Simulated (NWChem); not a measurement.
System meant: AlHSClF; SMILES [Cl][Al]([SH])[F]

Here is an NWChem input.

```
start job
memory heap 200 mb stack 900 mb global 1100 mb
geometry units angstroms noautoz
  Al     0.345869     0.036806     0.005886
  Cl    -0.647975     1.864312    -0.013467
  F      2.002964     0.017750     0.008540
  S     -0.736139    -1.831284     0.022426
  H      0.405754    -2.557524     0.031487
end
basis spherical
  Al library def2-svp
  Cl library def2-svp
  F library def2-svp
  S library def2-svp
  H library def2-svp
end
dft
  xc b3lyp
  iterations 4
  mulliken
end
task dft energy
```

End of the output:

```
    Atom       Charge   Shell Charges
 -----------   ------   -------------------------------------------------------
    1 Al  13    12.78   2.00  1.93  0.57  0.22  5.81  0.95  0.73  0.58
    2 Cl  17    17.02   2.00  1.96  1.04  0.77  5.82  2.26  3.16  0.01
    3 F    9     9.22   1.98  1.01  0.77  3.22  2.24  0.00
    4 S   16    15.98   2.00  1.95  0.98  0.66  5.81  1.90  2.63  0.05
    5 H    1     0.99   0.61  0.30  0.08

 center of mass
 --------------
 x =   0.02152556 y =   0.07365631 z =   0.00000000

 moments of inertia (a.u.)
 ------------------
         839.797956662421           0.000000000000           0.000000000000
           0.000000000000         398.509132050236           0.000000000000
           0.000000000000           0.000000000000        1238.307088712656

     Multipole analysis of the density
     ---------------------------------

     L   x y z        total         alpha         beta         nuclear
     -   - - -        -----         -----         ----         -------
     0   0 0 0     -0.000000    -28.000000    -28.000000     56.000000

     1   1 0 0      0.004310      0.002155      0.002155     -0.000000
     1   0 1 0     -0.426597     -0.213299     -0.213299     -0.000000
     1   0 0 1      0.000000      0.000000      0.000000      0.000000

     2   2 0 0    -35.543271   -113.531832   -113.531832    191.520392
     2   1 1 0     -1.593529     -0.936460     -0.936460      0.279391
     2   1 0 1      0.000000      0.000000      0.000000      0.000000
     2   0 2 0    -31.762169   -228.923510   -228.923510    426.084850
     2   0 1 1     -0.000000     -0.000000     -0.000000      0.000000
     2   0 0 2    -30.010433    -15.005216    -15.005216      0.000000

 ------------------------------------------------------------------------
 dft energy failed                                                                                  0
 ------------------------------------------------------------------------
 ------------------------------------------------------------------------
  current input line :
    22: task dft energy
 ------------------------------------------------------------------------
 ------------------------------------------------------------------------
 This type of error is most commonly associated with calculations not reaching convergence criteria
 ------------------------------------------------------------------------
 For more information see the NWChem manual at https://nwchemgit.github.io

0:dft energy failed:Received an Error in Communication
```

Problem. Can this run be used? If not, why, and what is the fix?

Solution. The run did not converge; its last values are not results. Cause: the SCF was allowed too few iterations. This input runs:
```
start job
memory heap 200 mb stack 900 mb global 1100 mb
geometry units angstroms noautoz
  Al     0.345869     0.036806     0.005886
  Cl    -0.647975     1.864312    -0.013467
  F      2.002964     0.017750     0.008540
  S     -0.736139    -1.831284     0.022426
  H      0.405754    -2.557524     0.031487
end
basis spherical
  * library def2-svp
end
dft
  xc b3lyp
  iterations 150
  mulliken
end
task dft energy
```
It converges to -1201.08038 Ha (B3LYP/def2-SVP).
